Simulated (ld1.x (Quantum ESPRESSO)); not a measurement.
# I (Z = 53), TM: configuration errors across variants

ld1.x (Quantum ESPRESSO) 7.5 input, shortened:

```
&input
   title='I', zed=53., rel=1, dft='PBESOL', iswitch=3,
   config='[Kr] 4d10 5s1.75 5p5.25 5d-2'
 /
 &inputp
   pseudotype=2, tm=.true., lloc=0,
   nlcc=.true., new_core_ps=.true.
 /
3
5P  2  1   5.25   0.00  1.80  1.80  0.0
5D  3  2  -2.00   0.30  1.95  1.95  0.0
5S  1  0   1.75   0.00  1.80  1.80  0.0
 &test
   configts(1)='5s1.75 5p5.25'
 /
```

All-electron excitation energies from the reference (eV): (1) 5s2 5p5 -2.594; (2) 5s2 5p4 8.557; (3) 5s2 5p3 28.441; (4) 5s1 5p5 19.567; (5) 5s1 5p6 7.852; (6) 5s2 5p5.3 -4.379; (7) 5s2 5p1 97.321.

Tests that are not counted but printed errors over 1 eV. “wave 5s (bound): rc 1.80 bohr becomes 5s (bound): rc 1.12 bohr”: 5s2 5p5.3 (solver errors, printed error -285 eV).

A true bound ghost makes a file unfit for plane-wave use even where its test errors are small: the radial tests pick states by their node count and pass the ghost by. Where a test does run into it, the solver fails or the error is huge.

Errors AE − PS in meV (a dash: test not solved or not reliable):

| change | (1) | (2) | (3) | (4) | (5) | (6) | (7) | bound ghosts |
| --- | --- | --- | --- | --- | --- | --- | --- | --- |
| base | -0.2 | -2.8 | -12 | -9.3 | -4.5 | +0.3 | -125 | d |
| wave 5s (bound): rc 1.80 bohr becomes 5s (bound): rc 1.12 bohr | +1.0 | -13 | -40 | +30 | +7.0 | – | -152 | p, d, s (extra level of the local part) |
| wave 5s (bound): rc 1.80 bohr becomes 5s (bound): rc 1.40 bohr | -0.7 | -4.0 | -14 | -15 | -8.4 | -0.1 | -104 | d |
| wave 5s (bound): rc 1.80 bohr becomes 5s (bound): rc 1.50 bohr | -0.4 | -3.1 | -12 | -11 | -5.9 | +0.2 | -114 | d |
| wave 5s (bound): rc 1.80 bohr becomes 5s (bound): rc 1.76 bohr | -0.2 | -2.8 | -12 | -9.3 | -4.5 | +0.3 | -126 | d |
| wave 5s (bound): rc 1.80 bohr becomes 5s (bound): rc 1.94 bohr | -0.3 | -2.8 | -11 | -9.8 | -5.0 | +0.3 | -120 | d |
| wave 5s (bound): rc 1.80 bohr becomes 5s (bound): rc 2.08 bohr | -0.5 | -2.7 | -9.3 | -11 | -6.9 | +0.2 | -102 | d |
| wave 5s (bound): rc 1.80 bohr becomes 5s (bound): rc 2.48 bohr | -1.8 | -1.8 | +4.7 | -23 | -19 | -0.7 | +8.9 | d |
| wave 5s (bound): rc 1.80 bohr becomes 5s (bound): rc 2.70 bohr | -3.1 | -1.0 | +18 | -37 | -33 | -1.9 | +118 | none |

(1) Give the same row for: wave 5s (bound): rc 1.80 bohr becomes 5s (bound): rc 2.28 bohr.

Results:

(1) -1.1, -2.3, -3.1, -16, -12, -0.2, -52; bound ghosts: d.
